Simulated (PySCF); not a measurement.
A PySCF script (with the pyscf-properties extension) for the NMR shieldings of `C[NH][AlH2-][O+](C)C`, C3H12AlNO, on a PBE0-D3(BJ)/def2-SVP geometry:

```python
import basis_set_exchange as bse
import numpy as np
from pyscf import gto, dft
from pyscf.prop import nmr

atoms = """
C     2.180977   -0.827643    0.899908
N     1.743027    0.182168   -0.026924
Al    0.719441   -0.014210   -1.501134
O    -1.183913    0.204185   -0.816558
C    -1.654433   -0.801119    0.065441
C    -1.623856    1.510405   -0.487016
H     1.793266   -0.692033    1.931968
H     3.283259   -0.897701    0.987389
H     1.837223   -1.821601    0.566503
H     2.141608    1.091508    0.184359
H     0.708321    1.257623   -2.474619
H     0.547552   -1.526841   -2.000967
H    -1.265224   -1.758863   -0.301585
H    -2.755583   -0.818278    0.055596
H    -1.289052   -0.619862    1.089763
H    -1.252832    1.803442    0.509275
H    -1.216399    2.188708   -1.246387
H    -2.724424    1.547011   -0.503727
"""
names = dict.fromkeys(["C", "N", "Al", "O", "H"], "pcSseg-1")
basis = {el: gto.basis.parse(bse.get_basis(n, elements=[el], fmt="nwchem")) for el, n in names.items()}
mol = gto.M(atom=atoms, basis=basis, charge=0, verbose=0)
mf = dft.RKS(mol, xc="GGA_XC_KT2")
mf.grids.level = 2
mf.grids.alignment = dft.numint.BLKSIZE   # the property module wants whole blocks of grid points
mf.conv_tol = 1e-9
mf.kernel()

calc = nmr.RKS(mf)   # GIAO
sigma = calc.kernel()   # uncoupled for a functional without exact exchange
for i, s in enumerate(sigma):   # ppm
    w = np.linalg.eigvalsh((s + s.T) / 2)
    print("%2d %-2s iso %8.1f  s11 %8.1f  s22 %8.1f  s33 %8.1f" % (i, mol.atom_pure_symbol(i), w.mean(), *w))
```

**Question.** What are the results?

**Answer.** 
```
 0 C  iso    146.0  s11    118.4  s22    136.5  s33    183.2
 1 N  iso    217.7  s11    188.2  s22    223.7  s33    241.2
 2 Al iso    418.6  s11    392.0  s22    418.5  s33    445.2
 3 O  iso    303.0  s11    283.9  s22    288.1  s33    337.1
 4 C  iso    121.8  s11     92.5  s22     93.4  s33    179.5
 5 C  iso    122.0  s11     91.3  s22     95.2  s33    179.6
 6 H  iso     28.2  s11     22.9  s22     26.5  s33     35.0
 7 H  iso     28.1  s11     22.9  s22     25.9  s33     35.5
 8 H  iso     28.3  s11     25.3  s22     26.8  s33     32.9
 9 H  iso     30.7  s11     23.6  s22     29.9  s33     38.6
10 H  iso     27.3  s11     23.9  s22     26.0  s33     32.0
11 H  iso     27.1  s11     23.9  s22     26.1  s33     31.3
12 H  iso     26.8  s11     23.0  s22     25.8  s33     31.8
13 H  iso     28.0  s11     24.5  s22     25.6  s33     34.0
14 H  iso     27.9  s11     24.1  s22     26.8  s33     32.8
15 H  iso     27.9  s11     23.7  s22     26.5  s33     33.5
16 H  iso     27.0  s11     22.8  s22     25.6  s33     32.6
17 H  iso     28.1  s11     24.6  s22     25.5  s33     34.1
```

These numbers come from an equivalent density-fitted implementation of the same equations, which agrees with the script to about 0.01 ppm for H and up to a few tenths of a ppm for heavy atoms, so last digits may differ.

**Question.** Turn these shieldings into chemical shifts. Shifts are taken against calculated references (same method and geometry level): ¹³C (σref 183.22), ¹H (σref 31.18) against TMS; NH3 for ¹⁵N (σref 264.30); ²⁷Al (σref 497.73) vs AlH4-; H2O for ¹⁷O (σref 330.66).

**Answer.** Averaging equivalent atoms: C 4/5: 61.3; C 0: 37.2; N 1: 46.6; Al 2: 79.1; O 3: 27.6; H 10/11: 3.96; H 12/13/14/15/16/17: 3.55; H 6/7/8: 3.00; H 9: 0.50 ppm. Experimental scales use liquid or dissolved standards, which lie at an offset from isolated NH3 (liquid NH3: subtract about 20 ppm) and H2O (liquid H2O: subtract about 36 ppm).

Size and cost of the density-fitted run: 169 basis functions, 49 s wall time on 1 thread of an x86-64 server CPU, shared host.
